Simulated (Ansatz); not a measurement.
Gas-phase electronic energies from Ansatz, PBE0-D4/def2-TZVP geometries. CBS: MP2 limit from def2 TZ/QZ plus the TZ coupled-cluster correction, frozen cores. This one scheme is used for every species, atoms too. DFT in def2-TZVPP. B3LYP here is the variant with VWN-RPA as its local correlation; programs differ in this. HSE06 is defined as in plane-wave codes. No spin–orbit coupling; open shells (•) take unrestricted orbitals. Spin–orbit coupling would lower the free atoms: a little for C; clearly for Ge. Bonds to Ge are less sure, by a few kJ/mol each and by 10 to 20 or more in all where they break to atoms, as the def2 sets lack core-valence functions. Scalar relativity is left out up to krypton. One conformer a species, not always the lowest.

Reaction (atomization): `NC#[C][GeH3]` → 2 C• + Ge• + 5 H• + N•

`NC#[C][GeH3]`:

Cartesian coordinates in Å:
```
N -0.751 -2.297 0.538
C -0.342 -1.055 0.249
C 0.063 0.047 -0.046
Ge 0.693 1.759 -0.514
H -0.564 -2.611 1.478
H -1.678 -2.537 0.222
H 0.844 2.618 0.751
H 2.055 1.657 -1.218
H -0.321 2.418 -1.461
```

Task: What is ΔE at CCSD(T)/CBS? (Estimate.)

Result: Ansatz gave: +33.06 eV.

Task: What do these levels give: B3LYP-D4, r2SCANh-D4, r2SCAN0-D4, ωB97X-V, PBE, revPBE, PBE0, HSE06, BHLYP, HF/def2-SVP, CCSD/def2-SVP, HF/def2-QZVPP? (An estimate is asked.)

Result: Computed: B3LYP-D4 33.11, r2SCANh-D4 32.81, r2SCAN0-D4 32.45, ωB97X-V 33.18, PBE 33.76, revPBE 32.51, PBE0 33.03, HSE06 33.06, BHLYP 31.77, HF/def2-SVP 23.13, CCSD/def2-SVP 30.67, HF/def2-QZVPP 22.90 eV.

Largest T1 diagnostic among the species: 0.012.

In def2-TZVPP, CCSD(T) changes the Hartree–Fock value by +9.35 eV (the triples alone add +0.61 eV) and MP2 by +9.87 eV; breaking electron pairs costs correlation energy, which Hartree–Fock lacks. From PBE to PBE0 (25 % exact exchange), in def2-TZVPP and without D4, ΔE moves by −0.74 eV: exact exchange takes away binding that semilocal exchange gives to molecules. The D4 term adds +0.24 eV with B3LYP and +0.13 eV with PBE0; it sums over pairs of atoms, weighted by their polarisabilities, and B3LYP, whose exchange is more repulsive, gets the larger term.

For atomizations the MP2-based limit and the directly extrapolated one differ by several kJ/mol either way, and by 10 to 25 for some Ge, Se and Sn compounds, so smaller differences from it don't rank the levels.
